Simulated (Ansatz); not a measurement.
A short molecular-dynamics run on `B[S][GeH3]`.

```yaml
crystal:
  periodic: [false, false, false]
  atoms:
    - {symbol: B, position_ang: [-0.825825, 1.149883, -1.024934]}
    - {symbol: S, position_ang: [0.845756, 0.575329, -0.946474]}
    - {symbol: Ge, position_ang: [0.713972, -0.888158, 0.746125]}
    - {symbol: H, position_ang: [-1.668223, 0.743809, -0.281618]}
    - {symbol: H, position_ang: [-1.069857, 1.965751, -1.860251]}
    - {symbol: H, position_ang: [0.270407, -0.143203, 2.010906]}
    - {symbol: H, position_ang: [2.119506, -1.477088, 0.924426]}
    - {symbol: H, position_ang: [-0.293435, -1.983324, 0.375921]}
basis:
  gaussian: {orbitals: def2-SVP}
hamiltonian: {xc: {name: revPBE}, dispersion: d3bjatm}
md: {timestep: 1 fs, n_steps: 20, ensemble: nvt_langevin, temperature: 300, initial_velocities: maxwell_boltzmann, friction: 0.01, seed: 850}
```

```sh
$ ansatz run in.yaml --threads 2 --pin off --events-out ev --progress --plain --max-ram 4352MiB
```

```csv
step,time (fs),potential energy (eV),kinetic (eV),T (K),conserved (eV)
0,0.0,-68094.7116,0.2714,262,–
1,1.0,-68094.7113,0.2613,253,–
2,2.0,-68094.6752,0.2367,229,–
3,3.0,-68094.6209,0.1679,162,–
4,4.0,-68094.5704,0.1124,109,–
5,5.0,-68094.5387,0.1019,99,–
6,6.0,-68094.5346,0.1068,103,–
7,7.0,-68094.5563,0.1365,132,–
8,8.0,-68094.5881,0.1654,160,–
9,9.0,-68094.6111,0.2002,194,–
10,10.0,-68094.6083,0.2025,196,–
11,11.0,-68094.5811,0.1762,170,–
12,12.0,-68094.5536,0.1482,143,–
13,13.0,-68094.5519,0.1589,154,–
14,14.0,-68094.5842,0.2090,202,–
15,15.0,-68094.6226,0.2589,250,–
16,16.0,-68094.6350,0.2650,256,–
17,17.0,-68094.6159,0.2545,246,–
18,18.0,-68094.5792,0.2160,209,–
19,19.0,-68094.5472,0.1714,166,–
20,20.0,-68094.5352,0.1680,163,–
```

Velocities are drawn at the set temperature; a run this short doesn't reach equilibrium.

Frames (Å, forces in eV/Å):

```xyz
8
time=0.0 fs
B    -0.826    1.150   -1.025   -0.003   -0.024    0.028
S     0.846    0.575   -0.946    0.452    0.191   -0.369
Ge    0.714   -0.888    0.746   -0.007   -0.180    0.205
H    -1.668    0.744   -0.282   -0.356   -0.171    0.313
H    -1.070    1.966   -1.860   -0.082    0.353   -0.369
H     0.270   -0.143    2.011   -0.076    0.127    0.222
H     2.120   -1.477    0.924    0.245   -0.104    0.032
H    -0.293   -1.983    0.376   -0.174   -0.193   -0.062
8
time=1.0 fs
B    -0.830    1.145   -1.023    0.091    0.102   -0.020
S     0.845    0.576   -0.945    0.465    0.151   -0.362
Ge    0.714   -0.889    0.745    0.350   -0.126    0.658
H    -1.665    0.736   -0.271   -0.361   -0.120    0.213
H    -1.034    1.981   -1.859   -0.176    0.224   -0.242
H     0.247   -0.121    2.024    0.089   -0.115   -0.145
H     2.155   -1.483    0.942   -0.313    0.107   -0.036
H    -0.303   -1.976    0.379   -0.146   -0.222   -0.064
8
time=2.0 fs
B    -0.834    1.141   -1.022    0.103    0.249   -0.065
S     0.844    0.578   -0.945    0.461    0.108   -0.345
Ge    0.714   -0.889    0.743    0.572   -0.056    1.039
H    -1.668    0.726   -0.260   -0.279   -0.033    0.047
H    -1.000    1.997   -1.861   -0.264    0.036   -0.058
H     0.226   -0.101    2.038    0.241   -0.324   -0.458
H     2.187   -1.487    0.957   -0.733    0.252   -0.094
H    -0.315   -1.969    0.384   -0.101   -0.233   -0.065
8
time=3.0 fs
B    -0.837    1.137   -1.022    0.043    0.414   -0.100
S     0.843    0.579   -0.945    0.461    0.064   -0.325
Ge    0.714   -0.889    0.742    0.644   -0.037    1.280
H    -1.676    0.716   -0.249   -0.138    0.076   -0.157
H    -0.969    2.015   -1.863   -0.345   -0.188    0.152
H     0.207   -0.085    2.047    0.355   -0.468   -0.665
H     2.212   -1.487    0.968   -1.011    0.333   -0.135
H    -0.331   -1.964    0.388   -0.009   -0.193   -0.050
8
time=4.0 fs
B    -0.841    1.133   -1.021   -0.035    0.522   -0.089
S     0.842    0.580   -0.945    0.460    0.030   -0.305
Ge    0.715   -0.890    0.741    0.616   -0.079    1.373
H    -1.685    0.704   -0.240    0.024    0.193   -0.364
H    -0.942    2.030   -1.865   -0.427   -0.373    0.323
H     0.190   -0.077    2.047    0.420   -0.529   -0.745
H     2.226   -1.486    0.978   -1.159    0.368   -0.163
H    -0.347   -1.961    0.388    0.101   -0.132   -0.029
8
time=5.0 fs
B    -0.845    1.131   -1.020   -0.070    0.516   -0.002
S     0.840    0.581   -0.945    0.441    0.010   -0.287
Ge    0.715   -0.890    0.739    0.534   -0.148    1.353
H    -1.695    0.691   -0.233    0.168    0.296   -0.535
H    -0.921    2.040   -1.861   -0.513   -0.443    0.384
H     0.177   -0.077    2.039    0.445   -0.519   -0.720
H     2.231   -1.483    0.986   -1.209    0.367   -0.179
H    -0.361   -1.957    0.388    0.204   -0.079   -0.013
8
time=6.0 fs
B    -0.850    1.128   -1.019   -0.011    0.467    0.085
S     0.839    0.582   -0.945    0.386   -0.001   -0.268
Ge    0.716   -0.891    0.738    0.406   -0.219    1.225
H    -1.705    0.681   -0.231    0.245    0.349   -0.624
H    -0.903    2.045   -1.852   -0.594   -0.429    0.361
H     0.167   -0.082    2.022    0.430   -0.447   -0.600
H     2.226   -1.476    0.991   -1.153    0.325   -0.175
H    -0.375   -1.952    0.386    0.290   -0.044   -0.005
8
time=7.0 fs
B    -0.856    1.126   -1.018    0.136    0.426    0.106
S     0.839    0.583   -0.945    0.298    0.002   -0.249
Ge    0.716   -0.892    0.738    0.221   -0.273    0.993
H    -1.716    0.677   -0.239    0.244    0.334   -0.603
H    -0.892    2.047   -1.841   -0.649   -0.366    0.294
H     0.159   -0.091    1.999    0.375   -0.322   -0.392
H     2.210   -1.465    0.993   -0.977    0.236   -0.148
H    -0.387   -1.945    0.383    0.352   -0.036    0.000
8
time=8.0 fs
B    -0.862    1.124   -1.016    0.321    0.381    0.087
S     0.838    0.583   -0.944    0.193    0.019   -0.233
Ge    0.716   -0.892    0.738   -0.022   -0.292    0.681
H    -1.728    0.678   -0.254    0.188    0.265   -0.499
H    -0.889    2.046   -1.828   -0.671   -0.256    0.184
H     0.153   -0.101    1.973    0.285   -0.157   -0.122
H     2.185   -1.452    0.991   -0.671    0.099   -0.093
H    -0.396   -1.935    0.379    0.377   -0.059   -0.004
8
time=9.0 fs
B    -0.868    1.123   -1.014    0.546    0.320    0.028
S     0.837    0.584   -0.943    0.078    0.053   -0.220
Ge    0.715   -0.893    0.738   -0.327   -0.227    0.342
H    -1.739    0.678   -0.276    0.065    0.154   -0.317
H    -0.895    2.044   -1.812   -0.658   -0.105    0.042
H     0.151   -0.112    1.949    0.176    0.026    0.165
H     2.153   -1.438    0.985   -0.221   -0.089   -0.013
H    -0.400   -1.923    0.376    0.340   -0.133   -0.028
8
time=10.0 fs
B    -0.874    1.123   -1.011    0.821    0.268   -0.082
S     0.837    0.584   -0.942   -0.045    0.102   -0.207
Ge    0.714   -0.894    0.738   -0.673   -0.085    0.021
H    -1.750    0.679   -0.304   -0.127    0.000   -0.068
H    -0.910    2.041   -1.797   -0.611    0.060   -0.108
H     0.151   -0.123    1.931    0.065    0.206    0.435
H     2.119   -1.427    0.981    0.320   -0.305    0.076
H    -0.402   -1.908    0.375    0.250   -0.246   -0.067
8
time=11.0 fs
B    -0.880    1.123   -1.008    1.034    0.224   -0.190
S     0.837    0.584   -0.941   -0.165    0.166   -0.200
Ge    0.713   -0.896    0.739   -0.994    0.069   -0.257
H    -1.762    0.678   -0.331   -0.282   -0.142    0.148
H    -0.933    2.040   -1.784   -0.537    0.188   -0.218
H     0.150   -0.134    1.917   -0.039    0.365    0.667
H     2.090   -1.419    0.981    0.833   -0.507    0.156
H    -0.402   -1.894    0.372    0.150   -0.363   -0.107
8
time=12.0 fs
B    -0.885    1.123   -1.005    1.097    0.187   -0.264
S     0.837    0.584   -0.940   -0.270    0.234   -0.195
Ge    0.712   -0.897    0.739   -1.199    0.221   -0.432
H    -1.778    0.675   -0.353   -0.320   -0.226    0.272
H    -0.962    2.039   -1.775   -0.441    0.244   -0.263
H     0.148   -0.142    1.909   -0.106    0.466    0.814
H     2.071   -1.415    0.983    1.195   -0.648    0.212
H    -0.401   -1.882    0.368    0.044   -0.479   -0.144
8
time=13.0 fs
B    -0.889    1.122   -1.003    1.025    0.193   -0.343
S     0.836    0.584   -0.940   -0.356    0.297   -0.191
Ge    0.710   -0.899    0.740   -1.205    0.353   -0.430
H    -1.796    0.670   -0.373   -0.266   -0.267    0.329
H    -0.997    2.038   -1.772   -0.323    0.211   -0.231
H     0.143   -0.146    1.909   -0.102    0.466    0.813
H     2.065   -1.415    0.984    1.277   -0.677    0.225
H    -0.398   -1.874    0.361   -0.052   -0.577   -0.174
8
time=14.0 fs
B    -0.892    1.121   -1.002    0.821    0.213   -0.408
S     0.835    0.584   -0.940   -0.415    0.358   -0.190
Ge    0.708   -0.901    0.740   -0.998    0.440   -0.210
H    -1.816    0.663   -0.390   -0.121   -0.263    0.328
H    -1.036    2.039   -1.772   -0.181    0.119   -0.148
H     0.135   -0.141    1.919   -0.011    0.332    0.623
H     2.074   -1.422    0.990    1.014   -0.569    0.179
H    -0.396   -1.869    0.351   -0.108   -0.630   -0.175
8
time=15.0 fs
B    -0.895    1.120   -1.001    0.516    0.225   -0.440
S     0.834    0.585   -0.940   -0.448    0.413   -0.185
Ge    0.706   -0.902    0.741   -0.651    0.453    0.131
H    -1.837    0.655   -0.404    0.093   -0.219    0.279
H    -1.076    2.040   -1.773   -0.029   -0.001   -0.045
H     0.127   -0.131    1.938    0.124    0.117    0.317
H     2.096   -1.435    0.999    0.502   -0.362    0.085
H    -0.394   -1.868    0.333   -0.107   -0.625   -0.141
8
time=16.0 fs
B    -0.897    1.119   -1.001    0.173    0.232   -0.459
S     0.833    0.586   -0.940   -0.464    0.458   -0.177
Ge    0.704   -0.904    0.742   -0.331    0.406    0.451
H    -1.856    0.646   -0.415    0.324   -0.157    0.213
H    -1.116    2.043   -1.775    0.126   -0.131    0.065
H     0.120   -0.121    1.960    0.254   -0.107   -0.004
H     2.123   -1.451    1.008   -0.027   -0.142   -0.014
H    -0.390   -1.874    0.311   -0.055   -0.559   -0.076
8
time=17.0 fs
B    -0.898    1.118   -1.002   -0.162    0.227   -0.469
S     0.832    0.588   -0.941   -0.467    0.493   -0.167
Ge    0.702   -0.906    0.743   -0.108    0.342    0.692
H    -1.872    0.635   -0.424    0.531   -0.097    0.158
H    -1.156    2.043   -1.776    0.279   -0.240    0.158
H     0.116   -0.110    1.983    0.355   -0.311   -0.289
H     2.148   -1.467    1.014   -0.448    0.041   -0.091
H    -0.384   -1.886    0.286    0.019   -0.455    0.008
8
time=18.0 fs
B    -0.899    1.118   -1.003   -0.442    0.220   -0.485
S     0.830    0.589   -0.941   -0.454    0.521   -0.156
Ge    0.700   -0.907    0.744    0.040    0.253    0.826
H    -1.881    0.624   -0.432    0.675   -0.053    0.130
H    -1.193    2.044   -1.775    0.420   -0.324    0.230
H     0.116   -0.102    2.003    0.411   -0.461   -0.496
H     2.167   -1.482    1.018   -0.747    0.180   -0.147
H    -0.376   -1.901    0.260    0.097   -0.335    0.099
8
time=19.0 fs
B    -0.900    1.118   -1.004   -0.630    0.216   -0.504
S     0.828    0.591   -0.941   -0.436    0.542   -0.146
Ge    0.697   -0.909    0.745    0.100    0.150    0.848
H    -1.884    0.611   -0.438    0.738   -0.030    0.129
H    -1.227    2.044   -1.772    0.539   -0.385    0.280
H     0.118   -0.099    2.016    0.422   -0.548   -0.616
H     2.178   -1.492    1.022   -0.909    0.264   -0.180
H    -0.368   -1.917    0.237    0.176   -0.209    0.189
8
time=20.0 fs
B    -0.903    1.119   -1.006   -0.688    0.163   -0.475
S     0.827    0.592   -0.942   -0.434    0.558   -0.133
Ge    0.694   -0.911    0.746    0.126    0.050    0.765
H    -1.880    0.597   -0.441    0.732   -0.020    0.139
H    -1.254    2.044   -1.766    0.606   -0.382    0.272
H     0.124   -0.100    2.024    0.391   -0.577   -0.651
H     2.181   -1.499    1.022   -0.967    0.305   -0.191
H    -0.357   -1.934    0.213    0.234   -0.097    0.273
```

Hardware: 2 threads of an Arm Neoverse V1 on a shared host. Wall time 27 s, peak host memory 0.13 GiB.
